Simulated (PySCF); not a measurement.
tetraantimony cation (Sb₄), SMILES [Sb]12[Sb]3[Sb]1[Sb]23 (connectivity only; charge and spin as stated), charge +1, multiplicity 2.

Coordinates come from a PBE0-D3(BJ)/def2-SVP optimisation. The spin state was assumed, not searched. The def2 effective core potentials stand for the cores of Sb; spin–orbit coupling is left out.

Calculation: TDA-PBE/def2-SVPD run with PySCF.

Vertical excitations; the highest root listed may be one member of a degenerate set. Isolated molecule, no solvent.

Computed UV-visible absorptions:
| state | energy (eV) | λ (nm) | f | main pairs |
|---|---|---|---|---|
| root 1 | 1.09 | 1136 | 0.000 | β HOMO→LUMO 100 % |
| root 2 | 1.42 | 870 | 0.001 | β HOMO−1→LUMO (degenerate set) |
| root 3 | 1.42 | 870 | 0.001 | β HOMO−2→LUMO (degenerate set) |
| root 4 | 1.61 | 769 | 0.003 | β HOMO−3→LUMO 96 % |
| root 5 | 2.37 | 522 | 0.000 | β HOMO−4→LUMO 99 % |
| root 6 | 2.68 | 463 | 0.004 | α HOMO→LUMO, β HOMO−3→LUMO+1 (degenerate set) |
| root 7 | 2.68 | 463 | 0.004 | α HOMO→LUMO+1, β HOMO−3→LUMO+2 (degenerate set) |
| root 8 | 3.23 | 384 | 0.000 | α HOMO−1→LUMO, β HOMO→LUMO+1 (degenerate set) |
| root 9 | 3.23 | 384 | 0.000 | α HOMO−1→LUMO+1, β HOMO→LUMO+2 (degenerate set) |
| root 10 | 3.34 | 372 | 0.000 | α HOMO→LUMO+2 92 % |
Unrestricted roots are not spin-pure.
